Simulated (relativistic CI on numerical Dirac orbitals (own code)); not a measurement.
# Hyperfine structure of Nd LVIII, mass number 143

Computed by Dirac-Coulomb-Breit CI, orbitals from a KLI potential per configuration, model QED (radiative potential, 1s self-energy scaled to tabulated hydrogen-like ionisation energies), unscaled Slater integrals (own radial code, finite nucleus).

CI space (outside the closed core 1s2): 2s, 2p, 3s, 3p, 3d, 4s, 4p, 4d, 4f, 5s, 5p, 5d, 5f, 5g. Levels of other configurations are missing.

Nuclear spin I = 7/2, μ = -1.065 μN, Q = -0.61 b (tables of Stone and Pyykkö). The electronic factors are computed for point nuclear moments, without core polarisation or the Bohr-Weisskopf and QED corrections.

| Level | E (10³ cm⁻¹) | A (GHz) | B (GHz) |
| --- | --- | --- | --- |
| 2s 2S_1/2 | 0.0 | -3039 |  |
| 2p 2P°_1/2 | 1125.6 | -976.9 |  |
| 2p 2P°_3/2 | 5886.1 | -136.4 | -530 |
| 3s 2S_1/2 | 56072.4 | -901.6 |  |
| 3p 2P°_1/2 | 56381.0 | -298.2 |  |
| 3p 2P°_3/2 | 57797.1 | -41.79 | -165 |
| 3d 2D_3/2 | 57887.1 | -24.17 | -32.2 |
| 3d 2D_5/2 | 58309.1 | -9.831 | -41.1 |

Levels with J = 0, under 50 % of one LS term, or S terms without an open s electron are left out. Small factors come from cancelling terms and can be off by tens of per cent or more.

At this charge energies of transitions that change n are usually good to better than 1 %, and those within a shell (Δn = 0) to a few per cent.

Q: Give the hyperfine levels of 2s 2S_1/2 relative to its centre of gravity.

A: With K = F(F + 1) − I(I + 1) − J(J + 1), E = AK/2: F = 3: 6837, F = 4: -5318 GHz.
